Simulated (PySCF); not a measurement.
Static response to an electric field

C6H7P.
Cartesian coordinates in Å at the GFN2-xTB level; atoms count from 1:
```xyz
14
C6H7P angstrom
P      2.595   -0.216    0.660
C      0.817   -0.076    0.253
C      0.068   -1.213   -0.030
C     -1.288   -1.110   -0.276
C     -1.912    0.126   -0.228
C     -1.175    1.260    0.070
C      0.182    1.160    0.316
H      2.993    0.882   -0.099
H      2.898   -1.112   -0.364
H      0.555   -2.179   -0.063
H     -1.861   -1.997   -0.505
H     -2.972    0.205   -0.421
H     -1.658    2.225    0.110
H      0.758    2.044    0.555
```

Level: CAM-B3LYP/def2-SVPD (PySCF), static field, nuclei fixed, core orbitals frozen in the response. The polarisability tensor in these axes (au):

```
x   121.99  -2.77  10.25
y    -2.77  94.60   4.20
z    10.25   4.20  62.97
```

Problem. Give the principal values, the mean and the anisotropy Δα = √{½[(α1 − α2)² + (α2 − α3)² + (α1 − α3)²]}.

Solution. Principal values 60.61, 95.08 and 123.86 au; mean 93.19 au = 13.81 Å³ = 15.36 × 10⁻⁴⁰ C²·m²/J; Δα = 54.85 au (59 % of the mean).

Problem. What is the dipole moment, and where does it point?

Solution. (-0.61, 0.13, -0.74) D, 0.97 D in size, pointing from the negative to the positive side. Measured along this direction, the outermost atoms are P1 at the negative end and H12 at the positive end.

Problem. Give the eigenvalues of the traceless quadrupole moment Θ = ½Σq(3rr − r²1), origin at the centre of nuclear charge.

Solution. -8.34, 2.31, 6.03 D·Å. The values depend on the origin, since the dipole doesn't vanish. The electronic extent ⟨r²⟩ about the same centre is 945 bohr², a root-mean-square distance of 2.14 Å for the 58 electrons.

Problem. Find the Langevin capture rate constant for NH4+ (18.034 u) meeting this molecule (110.029 u), k = 2.342 × 10⁻⁹ cm³/s × √(α in Å³ / reduced mass in u).

Solution. The reduced mass is 15.49 u, so k = 2.21 × 10⁻⁹ cm³/s. The formula leaves out the permanent dipole, which adds to the capture rate.

Problem. What depolarisation ratio follows for Rayleigh scattering of linearly polarised light, taking the static tensor?

Solution. ρ = 3Δα²/(45ᾱ² + 4Δα²) = 9025.3/(390757 + 12033.7) = 0.0224.

Problem. Directions of the eigenvectors, and the extent of the frame along each?

Solution. Largest value along (0.98, -0.07, 0.16), where the nuclei span 5.88 Å; middle along (0.05, 0.99, 0.14), 4.27 Å; least along (-0.17, -0.13, 0.98), 0.96 Å. The response follows the extents in order.

Isolated species at its GFN2-xTB geometry (one conformer only).

The run behind these numbers computed excited states as well. On one thread of an x86-64 server, no GPU, on a shared host, this took 39 s wall.
